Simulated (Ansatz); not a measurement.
```yaml
crystal:
  periodic: [false, false, false]
  atoms:
    - {symbol: C, position_ang: [-2.898062, -0.328752, -1.126995]}
    - {symbol: C, position_ang: [-1.582584, -0.676080, -1.296930]}
    - {symbol: C, position_ang: [-0.947922, -1.949196, -0.923653]}
    - {symbol: Sn, position_ang: [-0.297622, 0.715300, -0.186789]}
    - {symbol: C, position_ang: [0.044285, 0.342798, 1.707128]}
    - {symbol: C, position_ang: [-1.106624, -0.182036, 2.596676]}
    - {symbol: C, position_ang: [1.162918, 0.864437, 2.516798]}
    - {symbol: C, position_ang: [1.681511, 0.785350, -1.026197]}
    - {symbol: C, position_ang: [2.253522, -0.668962, -0.871410]}
    - {symbol: C, position_ang: [1.706604, 1.631568, -2.153097]}
    - {symbol: H, position_ang: [-3.677831, -0.697861, -1.801354]}
    - {symbol: H, position_ang: [-3.576915, -0.229319, -0.167047]}
    - {symbol: H, position_ang: [-2.907510, 0.651959, -1.314892]}
    - {symbol: H, position_ang: [-1.234484, -0.593716, -2.500034]}
    - {symbol: H, position_ang: [0.017144, -2.463058, -1.114668]}
    - {symbol: H, position_ang: [-1.327632, -2.037549, 0.058960]}
    - {symbol: H, position_ang: [-1.976784, -2.731645, -1.298226]}
    - {symbol: H, position_ang: [-0.731488, 2.224476, -0.231835]}
    - {symbol: H, position_ang: [0.435702, -1.197532, 1.718412]}
    - {symbol: H, position_ang: [-1.930295, -0.859201, 2.172443]}
    - {symbol: H, position_ang: [-1.502473, 1.049802, 2.873503]}
    - {symbol: H, position_ang: [-1.208319, -0.514730, 3.940126]}
    - {symbol: H, position_ang: [0.436677, 2.082238, 2.988535]}
    - {symbol: H, position_ang: [1.257950, 0.459280, 3.743876]}
    - {symbol: H, position_ang: [2.139686, 0.675113, 2.140677]}
    - {symbol: H, position_ang: [2.410607, 1.457497, -0.100549]}
    - {symbol: H, position_ang: [2.718065, -0.928211, -0.012025]}
    - {symbol: H, position_ang: [3.397525, -0.280049, -1.232021]}
    - {symbol: H, position_ang: [1.848186, -1.332720, -1.637055]}
    - {symbol: H, position_ang: [2.558918, 1.573769, -2.842948]}
    - {symbol: H, position_ang: [1.024754, 0.766586, -3.193556]}
    - {symbol: H, position_ang: [1.334977, 2.309560, -2.264605]}
basis:
  gaussian: {orbitals: STO-3G}
magnetization: {spin_polarized: true, initial_magnetization: 1}
hamiltonian: {xc: {name: HF}}
correlation: {method: ccsd}
```

```sh
$ ansatz run in.yaml --threads 11 --pin off --events-out ev --progress --plain --max-ram 166912MiB --backend cpu
```

Problem. How does Ansatz answer? (Best estimate.)

Solution. The calculation gave: The input was rejected before any iteration.
```
Error: a molecule whose nuclei and cores have a total charge of 126 cannot have a net charge of 0 together with 1 unpaired electrons
```
